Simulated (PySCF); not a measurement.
C6H7F3.
Atom-mapped SMILES: `[F:1][C:2]([F:3])([F:4])[C@H:5]1[CH:6]=[CH:7][CH2:8][CH2:9]1` (hydrogens: H10 on C5; H11 on C6; H12 on C7; H13, H14 on C8; H15, H16 on C9)

Geometry (GFN2-xTB, Å), atoms numbered from 1 in this order:
```xyz
16
C6H7F3 angstrom
F      1.509    0.258   -1.492
C      1.804   -0.022   -0.215
F      2.671    0.918    0.193
F      2.487   -1.181   -0.232
C      0.572   -0.098    0.678
C     -0.171    1.212    0.627
C     -1.296    1.105   -0.059
C     -1.526   -0.282   -0.574
C     -0.447   -1.119    0.135
H      0.935   -0.345    1.679
H      0.236    2.098    1.079
H     -1.989    1.902   -0.261
H     -1.399   -0.296   -1.658
H     -2.532   -0.636   -0.352
H     -0.884   -1.666    0.970
H      0.023   -1.840   -0.531
```

Level of theory: CAM-B3LYP/def2-SVPD in PySCF (dipole) on a GFN2-xTB geometry, gas phase.

Take the most abundant isotopes and a rigid rotor. The values belong to one conformer with, in the numbering `[F:1][C:2]([F:3])([F:4])[C@H:5]1[CH:6]=[CH:7][CH2:8][CH2:9]1`, C2–C5–C6–C7 108°, C6–C7–C8–C9 10°, C7–C8–C9–C5 -16°, C2–C5–C9–C8 -101°.

What are A, B and C (MHz)?

Ia = 168.10, Ib = 381.32, Ic = 427.95 u·Å²; 505379 MHz·u·Å²/I gives A = 3006, B = 1325, C = 1181 MHz.

What kind of rotor is it?

An asymmetric top. Ray's parameter κ = (2B − A − C)/(A − C) = -0.842; −1 is the prolate and +1 the oblate limit.

Is it planar, by Δ = Ic − Ia − Ib?

Not planar: Δ = Ic − Ia − Ib = -121.47 u·Å². For a rigid frame Δ = −2 Σ m c², so Σ m c² = 60.74 u·Å² lies off the ab plane: 8.70 from hydrogen and 52.04 from heavier atoms. The atom farthest from that plane is 1.88 Å away.

Give the other two planar moments, Paa and Pbb, and the rms extents of the mass along the axes.

Paa = Σ m a² = (Ib + Ic − Ia)/2 = 320.58 and Pbb = Σ m b² = (Ia + Ic − Ib)/2 = 107.36 u·Å². With the mass M = 136.05 u, the rms extents √(P/M) along a, b and c are 1.54, 0.89, 0.67 Å.

Where do the levels up to J = 2 lie, in MHz?

Above 0(0,0):
J = 1: 1(0,1) 2506, 1(1,1) 4187, 1(1,0) 4332
J = 2: 2(0,2) 7510, 2(1,2) 9055, 2(1,1) 9489, 2(2,1) 14532, 2(2,0) 14541
Those of J = 1 are B + C, A + C and A + B.

Which types of transition are allowed, and where do some lines up to J = 5 fall?

The dipole components are |μa| = 2.54 D, |μb| = 0.21 D, |μc| = 0.97 D. The squared components, which scale the intensities, stand as 1.00 : 0.01 : 0.14 (a : b : c). Some lines, for components of 0.1 D or more:

```json
{"type": "b", "branch": "R", "J(Ka,Kc)": "5(2,3) ← 4(3,2)", "MHz": "4016", "lower level (cm⁻¹)": "1.363"}
{"type": "b", "branch": "R", "J(Ka,Kc)": "1(1,1) ← 0(0,0)", "MHz": "4187", "lower level (cm⁻¹)": "0.000"}
{"type": "a", "branch": "R", "J(Ka,Kc)": "2(1,2) ← 1(1,1)", "MHz": "4868", "lower level (cm⁻¹)": "0.140"}
{"type": "b", "branch": "Q", "J(Ka,Kc)": "3(2,1) ← 3(1,2)", "MHz": "4877", "lower level (cm⁻¹)": "0.574"}
{"type": "b", "branch": "R", "J(Ka,Kc)": "4(1,3) ← 3(2,2)", "MHz": "5463", "lower level (cm⁻¹)": "0.736"}
{"type": "b", "branch": "R", "J(Ka,Kc)": "5(1,4) ← 4(2,3)", "MHz": "8294", "lower level (cm⁻¹)": "1.070"}
{"type": "b", "branch": "Q", "J(Ka,Kc)": "4(3,1) ← 4(2,2)", "MHz": "8666", "lower level (cm⁻¹)": "1.074"}
{"type": "c", "branch": "R", "J(Ka,Kc)": "3(1,2) ← 2(0,2)", "MHz": "9708", "lower level (cm⁻¹)": "0.251"}
{"type": "a", "branch": "R", "J(Ka,Kc)": "4(1,4) ← 3(1,3)", "MHz": "9720", "lower level (cm⁻¹)": "0.545"}
{"type": "b", "branch": "R", "J(Ka,Kc)": "5(0,5) ← 4(1,4)", "MHz": "11222", "lower level (cm⁻¹)": "0.870"}
{"type": "c", "branch": "R", "J(Ka,Kc)": "4(1,3) ← 3(0,3)", "MHz": "12520", "lower level (cm⁻¹)": "0.500"}
{"type": "a", "branch": "R", "J(Ka,Kc)": "5(3,2) ← 4(3,1)", "MHz": "12566", "lower level (cm⁻¹)": "1.363"}
{"type": "c", "branch": "R", "J(Ka,Kc)": "4(3,1) ← 3(2,1)", "MHz": "18772", "lower level (cm⁻¹)": "0.737"}
{"type": "b", "branch": "R", "J(Ka,Kc)": "5(2,3) ← 4(1,4)", "MHz": "18809", "lower level (cm⁻¹)": "0.870"}
```

Estimate the classical rotational partition function at 25 K, 50 K and 500 K.

Point group C1, symmetry number σ = 1; q = (√π/σ)·√((kT/h)³/(ABC)), k/h = 20836.6 MHz/K: 9710 at 25 K, 27500 at 50 K, 869000 at 500 K.

Stationary, but not proved a minimum. These are rigid-rotor constants of the computed structure; measured ground-state constants (B0) also hold zero-point vibration.
